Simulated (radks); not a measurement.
Valence configurations of neutral rhodium (all share [Kr]). All-electron calculation, scalar-relativistic Kohn-Sham, BLYP, spin-polarised, spherical densities, point nucleus; open shells are filled with parallel spins first (spin-orbit coupling, left out, can overturn this in heavy ions). Program: a radial shooting solver on a logarithmic mesh with Libxc functionals. Energies are relative to 4d8 5s1; eigenvalues in eV for spin up.

| valence | E (eV) | moment (Bohr magnetons) | e(4d) | e(5p) | e(5s) |
|---|---|---|---|---|---|
| 4d8 5s1 | 0.000 | 3 | -6.358 | - | -4.639 |
| 4d7 5s2 | 1.809 | 3 | -9.333 | - | -5.511 |
| 4d8 5s0.5 5p0.5 | 1.852 | 3 | -7.210 | -1.457 | -5.229 |
| 4d7.5 5s1 5p0.5 | 2.279 | 4 | -8.580 | -1.685 | -5.752 |
| 4d8 5p1 | 3.770 | 3 | -7.966 | -1.833 | - |
| 4d7.5 5s0.5 5p1 | 4.343 | 4 | -9.323 | -2.051 | -6.239 |
| 4d7 5s1 5p1 | 5.135 | 5 | -10.761 | -2.279 | -6.752 |
| 4d7.5 5p1.5 | 6.465 | 4 | -10.008 | -2.378 | - |
| 4d6 5s2 5p1 | 9.110 | 5 | -14.036 | -2.658 | -7.632 |
| 4d7 5p2 | 9.713 | 5 | -12.079 | -2.898 | - |

NIST lists [Kr] 4d8 5s1 as the ground configuration; this level of theory agrees among the configurations tried. The energies are those of spherical high-spin densities, not of single terms.
